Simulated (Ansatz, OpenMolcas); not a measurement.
## How methods differ on Si2H4F2 (SMILES F[SiH](F)[SiH3])

Si2H4F2: 8 atoms, total charge 0, spin state singlet. As SMILES, `F[SiH](F)[SiH3]`. The coordinates come from a PBE0-D4/def2-TZVP relaxation.

Each level gives the vertical ionisation energy (to the doublet cation) (eV). The values are calculated.

| level | kind | program | value (eV) | less CCSD(T)/cc-pVDZ | CPU time (all runs) |
| --- | --- | --- | --- | --- | --- |
| HF/cc-pVDZ | Hartree–Fock | OpenMolcas | 10.57 | -0.23 | 19 s |
| PBE/cc-pVDZ | GGA | Ansatz | 10.35 | -0.45 | 11 s |
| BHLYP/cc-pVDZ | global hybrid | Ansatz | 10.97 | +0.17 | 13 s |
| HSE06/cc-pVDZ | range-separated hybrid | Ansatz | 10.73 | -0.07 | 13 s |
| B2PLYP/cc-pVDZ | double hybrid | Ansatz | 10.75 | -0.05 | 19 s |
| RPA@PBE/cc-pVDZ | RPA | Ansatz | 10.76 | -0.04 | 21 s |
| MP2/cc-pVDZ | perturbation theory | Ansatz | 10.81 | +0.01 | 5.1 s |
| CCSD(T)/cc-pVDZ | coupled cluster or CI | Ansatz | 10.80 | 0.00 | 47 s |
| CCSD/cc-pVDZ | coupled cluster or CI | Ansatz | 10.85 | +0.05 | 37 s |

CCSD(T)/cc-pVDZ is the highest level here, not the true value. The values span 10.35 to 10.97 eV. In so small a basis fixed costs decide the times, and correlated methods can beat functionals. Times are those of the runs behind each value, whatever else they computed, on shared processors of several kinds: orders of magnitude only.
